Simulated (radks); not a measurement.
Species: Tl VII. Configuration: [Xe] 4f14 5d7 (the NIST ground configuration).

All-electron calculation, Dirac Kohn-Sham, LB94 model potential, spin-unpolarised, spherical densities, finite nucleus; open shells fill j = l - 1/2 first; Fermi nuclear charge, rms radius 5.4759 fm. Program: a radial shooting solver on a logarithmic mesh with Libxc functionals.

Energy parts (eV):
| part | energy |
|---|---|
| kinetic | 640446.45 |
| electron-nucleus | -1389388.00 |
| Hartree | 207585.22 |
(The LB94 potential has no energy functional, so no total or exchange-correlation energy is given.)

Orbitals (lengths in bohr, moments of r in powers of bohr; r(90%) holds 90 % of the orbital's charge):
| orbital | occ. | eigenvalue (eV) | <1/r> | <r^2> | r(90%) | <r> |
|---|---|---|---|---|---|---|
| 1s1/2 | 2 | -85801.83 | 99.45 | 0.0003681 | 0.0298 | 0.01630 |
| 2s1/2 | 2 | -15360.04 | 24.56 | 0.005531 | 0.107 | 0.06796 |
| 2p1/2 | 2 | -14765.56 | 24.56 | 0.003893 | 0.0932 | 0.05576 |
| 2p3/2 | 4 | -12684.29 | 19.72 | 0.005075 | 0.105 | 0.06456 |
| 3s1/2 | 2 | -3744.145 | 9.002 | 0.03586 | 0.260 | 0.1767 |
| 3p1/2 | 2 | -3471.803 | 8.930 | 0.03258 | 0.252 | 0.1671 |
| 3p3/2 | 4 | -3009.650 | 7.670 | 0.03891 | 0.274 | 0.1831 |
| 3d3/2 | 4 | -2554.801 | 7.575 | 0.02972 | 0.247 | 0.1591 |
| 3d5/2 | 6 | -2455.889 | 7.292 | 0.03144 | 0.254 | 0.1640 |
| 4s1/2 | 2 | -907.0733 | 3.808 | 0.1734 | 0.562 | 0.3919 |
| 4p1/2 | 2 | -789.5476 | 3.707 | 0.1760 | 0.571 | 0.3931 |
| 4p3/2 | 4 | -677.9317 | 3.265 | 0.2078 | 0.619 | 0.4277 |
| 4d3/2 | 4 | -484.4700 | 3.075 | 0.2166 | 0.645 | 0.4331 |
| 4d5/2 | 6 | -463.5610 | 2.975 | 0.2276 | 0.661 | 0.4442 |
| 4f5/2 | 6 | -213.7632 | 2.640 | 0.2545 | 0.732 | 0.4609 |
| 4f7/2 | 8 | -209.0726 | 2.602 | 0.2615 | 0.742 | 0.4672 |
| 5s1/2 | 2 | -222.9195 | 1.603 | 0.8385 | 1.23 | 0.8650 |
| 5p1/2 | 2 | -182.5329 | 1.486 | 0.9566 | 1.33 | 0.9216 |
| 5p3/2 | 4 | -160.7786 | 1.323 | 1.144 | 1.45 | 1.009 |
| 5d3/2 | 4 | -103.5497 | 1.076 | 1.672 | 1.78 | 1.213 |
| 5d5/2 | 3 | -100.7342 | 1.043 | 1.759 | 1.83 | 1.245 |
| 6s1/2 | 0 | -82.8745 | 0.7048 | 3.857 | 2.61 | 1.866 |
| 6p1/2 | 0 | -70.8478 | 0.6436 | 4.619 | 2.86 | 2.040 |
| 6p3/2 | 0 | -66.0325 | 0.5990 | 5.267 | 3.05 | 2.178 |

The highest occupied level is 5d5/2 at -100.73 eV. Summed over all electrons, <r^2> = 28.15 bohr^2, which gives a Langevin (diamagnetic) susceptibility term of -22.3 x 10^-6 cm^3/mol.
